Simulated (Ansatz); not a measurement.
ClFH4SSi2, SMILES F[SiH2]S[SiH2]Cl.

Coordinates come from a PBE-D3(BJ)/def2-SVP optimisation. The structure was generated by enumeration, and PubChem lists no compound with its InChIKey, so it may never have been made. The values are those of a single conformer.

Two levels are set side by side: PBE/def2-SVPD (Ansatz, a program for electronic structure) and CAM-B3LYP/def2-SVPD (Ansatz). Energy differences of separate SCF runs at the same geometry; the states with an electron removed or added have multiplicity 2 and 2. Differences are taken from unrounded values.

```csv
quantity,CAM-B3LYP
vertical ionisation energy (eV),10.32
vertical singlet–triplet gap (eV),6.00
```

Question: What does PBE give, and how far is it from CAM-B3LYP? (Estimate from the structure and the level; the computed values follow.)

Answer: 
```tsv
quantity	PBE	PBE minus CAM-B3LYP
vertical ionisation energy (eV)	10.05	-0.28
vertical singlet–triplet gap (eV)	5.51	-0.49
```
